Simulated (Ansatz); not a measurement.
`[OH][Cd][Br]` + NH₃ → `[NH2][Cd][Br]` + H₂O  (ligand exchange at a Cd–O bond)

Program: Ansatz. Geometries: PBE0-D4/def2-TZVP. ΔE: electronic, gas phase. CBS: MP2 limit from def2 TZ/QZ plus the TZ coupled-cluster correction, frozen cores. This one scheme is used for every species. DFT in def2-TZVPP. B3LYP here is the variant with VWN-RPA as its local correlation; programs differ in this. HSE06 is defined as in plane-wave codes. Elements past krypton have def2 core potentials. For Br, Cd outer-core shells are correlated without core-valence functions, which leaves a few kJ/mol of doubt a bond. Scalar relativity is left out up to krypton. One conformer a species, not always the lowest.

`[OH][Cd][Br]`:

Cartesian coordinates in Å:
```
O -0.601 -1.317 -0.386
Cd 0.395 0.323 0.036
Br 1.736 2.254 0.494
H -1.529 -1.260 -0.145
```

NH₃:

Z-matrix (Å, degrees):
```
N
H 1 1.013
H 1 1.013 2 107.1
H 1 1.013 2 107.1 3 -114.5
```

`[NH2][Cd][Br]`:

```xyz
5

N     0.434    1.020    0.296
Cd   -0.080   -0.830   -0.307
Br   -0.498   -3.069   -1.086
H    -0.105    1.729   -0.188
H     0.250    1.150    1.285
```

H₂O:

```xyz
3

O     0.073   -0.230    0.306
H     0.635    0.460   -0.053
H    -0.708   -0.230   -0.252
```

```tsv
level	ΔE (kcal/mol)	difference from CCSD(T)/CBS
LDA (SPW92)	1.7	-1.1
PBE-D4	3.0	0.2
revPBE-D4	3.1	0.3
BLYP-D4	3.9	1.1
r2SCAN-D4	3.6	0.8
B97M-V	4.7	1.9
PBE0-D4	2.6	-0.2
r2SCAN0-D4	3.0	0.2
HSE06-D4	2.5	-0.3
BHLYP-D4	3.5	0.7
CAM-B3LYP-D4	3.7	0.9
ωB97X-V	3.8	1.0
ωB97M-V	3.2	0.4
B2PLYP	3.4	0.6
PBE-QIDH	2.4	-0.4
PBE	3.3	0.5
revPBE	3.6	0.8
BLYP	4.4	1.6
r2SCAN	3.6	0.8
PBE0	2.8	0.0
B3LYP	3.9	1.1
r2SCANh	3.4	0.6
r2SCAN0	3.1	0.3
HSE06	2.7	-0.1
BHLYP	3.8	1.0
CAM-B3LYP	4.0	1.2
LC-ωPBE	3.9	1.1
HF/def2-SVP	5.0	2.2
MP2/def2-SVP	2.5	-0.3
CCSD/def2-SVP	3.2	0.4
CCSD(T)/def2-SVP	3.0	0.2
HF/def2-TZVPP	4.8	2.0
MP2/def2-TZVPP	1.4	-1.4
CCSD(T)/def2-TZVPP	2.3	-0.5
HF/def2-QZVPP	5.2	2.4
MP2/def2-QZVPP	1.9	-0.9
SCS-MP2/def2-QZVPP	2.8	0.0
HF/CBS(def2)	5.3	2.5
MP2/CBS(def2)	1.9	-0.9
CCSD/CBS(def2)	3.1	0.3
CCSD(T)/CBS	2.8	0
```

Largest T1 diagnostic among the species: 0.014.

In def2-TZVPP, CCSD(T) changes the Hartree–Fock value by −2.5 kcal/mol (the triples alone add −0.3 kcal/mol) and MP2 by −3.3 kcal/mol. Leaving LDA and LC-ωPBE aside and taking each functional with its dispersion term where it has one, the values spread over 2.3 kcal/mol, from PBE-QIDH to B97M-V. LDA lies −1.6 kcal/mol from PBE without D4.
